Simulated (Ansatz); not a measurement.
Reaction (isomerisation): `C=C(O)[SiH3]` → `C1OC[SiH2]1`

Isolated molecules relaxed with PBE0-D4/def2-TZVP in Ansatz; ΔE leaves out vibrations. CCSD(T)/CBS adds triple-zeta CCSD(T) − MP2 to the extrapolated MP2 energy (def2 sets, frozen cores). Functionals use def2-TZVPP. One conformer a species, not always the lowest.

```csv
level,ΔE (kJ/mol)
PBE-D4,47.0
PBE-QIDH,40.6
HF/def2-SVP,62.3
CCSD/def2-TZVPP,51.0
```

(1) What does CCSD(T)/CBS give? (Best estimate.)

(2) What do rigid-rotor, harmonic-oscillator terms from PBE0-D4/def2-TZVP frequencies (298.15 K, 1 bar) make of the CCSD(T)/CBS value? (Estimate.)

Largest T1 diagnostic among the species: 0.013.

Results:

(1) The calculation gave: +52.7 kJ/mol. The listed levels differ from it by -5.7, -12.1, 9.6, -1.7 kJ/mol.

(2) Ansatz gave: ΔZPE = +9.5 kJ/mol, ΔH = +59.2 kJ/mol, ΔS = -21 J/(mol·K), ΔG = +65.5 kJ/mol. Modes under 50 cm⁻¹ make the entropy rough.

In def2-TZVPP, CCSD(T) changes the Hartree–Fock value by −11.5 kJ/mol (the triples alone add +1.3 kJ/mol) and MP2 by −14.0 kJ/mol. From PBE to PBE0 (25 % exact exchange), in def2-TZVPP and without D4, ΔE moves by −5.3 kJ/mol.
